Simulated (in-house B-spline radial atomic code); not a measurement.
The numbers below are computed, except where a source is named.
Weak and strong correlation along the adiabatic connection

Two-electron singlets in several external potentials (atomic units), by full CI in B-splines with partial waves to l = 8 (correlation energies up to 0.6 % small). The repulsion is scaled by λ at fixed density; W(λ) is the mean repulsion less the Hartree energy, W(0) = E_x, and the area under W from 0 to 1 is E_xc.

One system gave this curve:

```
   λ  W (hartree)
   0     -0.32569
0.02     -0.32768
0.05     -0.33057
0.12     -0.33683
0.25     -0.34696
 0.4     -0.35664
 0.6     -0.36702
 0.8     -0.37527
   1     -0.38195
 1.4     -0.39213
   2     -0.40252
   3     -0.41331
 4.5     -0.42273
   7     -0.43147
```

Q: Which system is it?
A. ω²r²/2 − Z/r, ω = 2.48, Z = 0.5
B. −V exp(−r²/w²), V = 27.8, w = 0.858
C. −Z exp(−kr)/r, Z = 9.52, k = 0.64
D. −V exp(−r²/w²), V = 1.99, w = 8.42

A: D. The exchange energy sets the size: −V exp(−r²/w²), V = 1.99, w = 8.42: E_x = -0.326, E_c = -0.0338; −Z exp(−kr)/r, Z = 9.52, k = 0.64: E_x = -5.7, E_c = -0.0454; −V exp(−r²/w²), V = 27.8, w = 0.858: E_x = -2.04, E_c = -0.0451; ω²r²/2 − Z/r, ω = 2.48, Z = 0.5: E_x = -1.29, E_c = -0.0432 hartree.
